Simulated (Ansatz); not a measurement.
Consider the formal exchange of groups at the Si–C bond: `FC1C=C1[SiH3]` + `CO[SiH](Cl)OC` → `CO[SiH](Cl)O[SiH3]` + `CC1=CC1F`.

Computed with Ansatz on PBE0-D4/def2-TZVP structures; ΔE is electronic, products minus reactants. CBS: MP2 limit from def2 TZ/QZ plus the TZ coupled-cluster correction, frozen cores. DFT in def2-TZVPP. One conformer a species, not always the lowest.

| species | PBE-D4 energy (Eh) |
| --- | --- |
| `FC1C=C1[SiH3]` | -506.27320 |
| `CO[SiH](Cl)OC` | -980.21011 |
| `CO[SiH](Cl)O[SiH3]` | -1231.54215 |
| `CC1=CC1F` | -254.99966 |

Work out ΔE.

ΔE = (-1231.54215) + (-254.99966) − (-506.27320) − (-980.21011) = -0.05850 Eh = -153.6 kJ/mol. CCSD(T)/CBS gives -166.4 kJ/mol.

Largest T1 diagnostic among the species: 0.012.

From PBE to PBE0 (25 % exact exchange), in def2-TZVPP and without D4, ΔE moves by −7.3 kJ/mol. In def2-TZVPP, CCSD(T) changes the Hartree–Fock value by +11.1 kJ/mol (the triples alone add +2.6 kJ/mol) and MP2 by +4.4 kJ/mol.
